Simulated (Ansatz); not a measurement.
The cluster AsP2. The state is a doublet with charge 0. Geometry PBE-D4/def2-TZVP.

```xyz
3

P    -0.216    0.509   -1.074
P     1.199    0.173    0.374
As   -0.983   -0.682    0.700
```

The 6-31G sets use Cartesian d functions. HSE06 is defined as in plane-wave codes, on full-range PBE exchange. At HF/6-31G the charge 0 doublet is spin-contaminated (final ⟨S²⟩ up to 1.23, 0.75 for a pure state). The structure comes from a short search, and lower isomers may exist.

Task: Estimate the α-spin orbital energies around the gap (eV) in Ansatz with HF/6-31G, BLYP-D4/def2-TZVP, r2SCAN-D4/def2-TZVP, r2SCAN-D4/def2-TZVPD, HSE06-D4/def2-TZVP.

Result: 
```
orbital  HF/6-31G  BLYP-D4/def2-TZVP  r2SCAN-D4/def2-TZVP  r2SCAN-D4/def2-TZVPD  HSE06-D4/def2-TZVP
 HOMO−9    -57.28             -41.01               -42.14                -42.18              -45.13
 HOMO−8    -57.26             -40.99               -42.12                -42.16              -45.11
 HOMO−7    -27.73             -17.92               -19.02                -19.04              -20.00
 HOMO−6    -20.51             -13.17               -13.99                -14.01              -14.74
 HOMO−5    -18.09             -12.11               -12.77                -12.80              -13.52
 HOMO−4    -12.48              -7.69                -8.35                 -8.38               -8.73
 HOMO−3    -11.43              -7.67                -8.27                 -8.31               -8.68
 HOMO−2    -10.73              -6.95                -7.46                 -7.49               -7.87
 HOMO−1     -9.68              -6.11                -6.62                 -6.64               -6.96
   HOMO     -9.01              -4.40                -5.03                 -5.06               -5.32
   LUMO      0.23              -3.83                -4.01                 -4.04               -3.65
 LUMO+1      1.49              -1.55                -1.62                 -1.68               -1.34
 LUMO+2      2.39              -1.09                -1.04                 -1.14               -0.81
 LUMO+3      3.71              -0.19                 0.07                 -0.13                0.17
 LUMO+4      8.24               2.75                 2.96                  0.80                3.02
 LUMO+5      9.67               3.38                 3.59                  2.17                3.66
 β HOMO     -9.26              -5.99                -6.46                 -6.49               -6.78
 β LUMO     -0.18              -3.64                -3.76                 -3.79               -3.41
```
